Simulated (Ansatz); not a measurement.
Molecule: sum formula ReO2Cl2 (charge 0, doublet). The spin state was set by rule; other spins were not relaxed. 
Structure (B3LYP-D3(BJ)/def2-TZVP (Ansatz, an electronic-structure program) minimum search):
```xyz
5

Re     0.2755    -0.0523     0.1013
O      1.5034    -0.6463    -0.9092
O      0.7021     0.2280     1.7203
Cl    -0.6855     1.7865    -0.8029
Cl    -1.5679    -1.3591    -0.0259
```
Charge 0, spin multiplicity 2.

Basis-set convergence of Hartree-Fock and CCSD correlation energies (hartree) with Ansatz. Correlated levels leave the core frozen unless marked. UHF or UKS for open shells. No spin-orbit coupling. Frozen are the shells of the preceding noble gas and the d and f shells that filled before the atom's block. Past Kr the def2 sets carry scalar-relativistic core potentials.

The UHF reference is spin-contaminated (<S^2> 0.31 over the pure value in the largest basis). 

```json
[
 {"basis": "def2-SVP", "functions": "96", "E(HF)": "-1145.87921", "E(corr, CCSD)": "-0.90188"},
 {"basis": "def2-TZVPP", "functions": "202", "E(HF)": "…", "E(corr, CCSD)": "…"}
]
```

**Question.** What belongs in the gaps?

**Answer.** 
- def2-TZVPP, E(HF): -1146.43256
- def2-TZVPP, E(corr, CCSD): -1.14523
